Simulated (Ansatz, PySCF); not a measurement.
Process, species as SMILES: BB (B2H4) -> 2 [BH2] (BH2) (the B-B bond at the site shown breaks; other sites are not compared here)
Structures are relaxed separately at B3LYP-D3(BJ)/def2-TZVP in Ansatz (an electronic-structure program), one conformer each, not searched for the lowest.

Wanted: bond dissociation energy (enthalpy at 298 K, with B3LYP-D3(BJ) rigid-rotor harmonic-oscillator terms from PySCF), in eV. Valence correlation only, unless marked. UHF or UKS for open shells. No spin-orbit coupling. No relativistic terms. CBS marks a two-point X^-3 extrapolation of the correlation energy; Hartree-Fock from the larger set.

```tsv
level	program	bond dissociation energy (eV)
BLYP-D3(BJ)/def2-TZVPD	Ansatz + dftd3	(withheld)
wB97X/def2-TZVPD	Ansatz	4.68
CCSD(T)/CBS(def2-TZVPPD,def2-QZVPPD)	Ansatz	(withheld)
```

Question: Fill in the missing entries.

Answer: 
- BLYP-D3(BJ)/def2-TZVPD, bond dissociation energy (eV): 4.53
- CCSD(T)/CBS(def2-TZVPPD,def2-QZVPPD), bond dissociation energy (eV): 4.55
